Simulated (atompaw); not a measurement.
## PBE PAW (atompaw) dataset for bromine (Br), scalar-relativistic all-electron reference.

bromine (Br), PAW, made with atompaw 4.2.0.5 (PBE, scalar-relativistic). Core [Ar], reference 3d10 4s2 4p5. Waves: 4s (bound): rc 1.35 bohr; 4s channel at -0.7 Ry: rc 1.35 bohr; 4p (bound): rc 1.95 bohr; 4p channel at 1.2 Ry: rc 1.95 bohr; 3d (bound): rc 1.15 bohr; 3d channel at 0.1 Ry: rc 1.15 bohr. Local part: ultrasoft scheme with l = 3 at 0 Ry, radius 1.70 bohr. Core correction: smooth core density matched at 1.70 bohr. Augmentation charge: sinc compensation charge, radius 1.40 bohr; PAW radius 1.95 bohr; waves and projectors: custom polynom2 7 10 vanderbiltortho.

Poles of the logarithmic derivatives, all-electron (AE) and pseudo (PS). s: poles at 0.5 (AE) and 0.5 (PS) Ry. p: poles at 2.2 (AE) and 2.2 (PS) Ry. d: poles at -4.9 (AE) and -4.9 (PS) Ry. Test radius 1.95 bohr.

- Ghost test: no extra level below or beside the all-electron valence levels (s, p, d, f tested) (spherical-Bessel basis up to 400 Ry, 20 bohr box)
- Lowest eigenvalue of the overlap operator: 0.31 (s channel)
- Overlap eigenvalues printed by atompaw (projector basis): 0.103, 0.205, 5.9, 151, 438, 2.62e+05
- Share of each valence orbital outside the PAW sphere: 4s 28 %, 4p 50 %, 3d 0 %
